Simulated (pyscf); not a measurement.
Optimised with ωB97X-D3(BJ)/def2-SVP in PySCF. Correlated levels are frozen-core, on RHF or UHF. ΔMP2 is the change of the MP2 total energy from the triple- to the quadruple-zeta basis. Singlets are restricted, triplets unrestricted.

Singlet (Å):
```xyz
4

Ge     0.9713     2.4935    -0.3900
Ge     0.2603     0.3555    -0.2147
H      0.5753    -0.5697     0.9684
H     -0.6030    -0.3617    -1.2614
```

Triplet (Å):
```xyz
4

Ge     1.7436     0.2027    -1.6722
Ge     0.6041    -0.2734     0.3458
H      1.1750    -0.1752     1.7802
H     -0.8610    -0.7457     0.4976
```

Task: For these two minima of :Ge=GeH₂ (SMILES [Ge]=[GeH2]), which spin state lies lower at CCSD(T)/def2-TZVPP + ΔMP2(QZVPP), and by how much (electronic energies)?

Result: The singlet, by 10.9 kcal/mol. Zero-point energy shifts E(triplet) − E(singlet) by -0.1 kcal/mol. Other isomers of :Ge=GeH₂ [singlet] were not searched in full and may lie lower. 

E(triplet) − E(singlet) by level (kcal/mol):

| level | gap |
|---|---|
| ωB97X-D3(BJ)/def2-TZVP | +7.9 |
| PBE/def2-TZVP | +6.5 |
| r²SCAN/def2-TZVP | +3.5 |
| B3LYP-D3(BJ)/def2-TZVP | +6.8 |
| PBE0-D3(BJ)/def2-TZVP | +4.4 |
| M06-2X/def2-TZVP | +1.6 |
| ωB97M-D3(BJ)/def2-TZVP | +6.5 |
| HF/def2-TZVP | -8.9 |
| MP2/def2-QZVPP | +9.5 |
| CCSD/def2-TZVPP | +7.2 |
| CCSD(T)/def2-TZVPP | +9.3 |
| CCSD(T)/def2-TZVPP + ΔMP2(QZVPP) | +10.9 |

The triplet is the lowest one reached from the SCF start used. The CCSD(T) − MP2 part came from Ansatz, without density fitting, on the same reference. The frozen core leaves the outer d or s,p core shells of the metals and heavy elements correlated in the MP2 and CC values, and def2-TZVPP describes them poorly, which can shift differences by a few kcal/mol. Elements up to Kr have no core potential and no relativistic terms here.
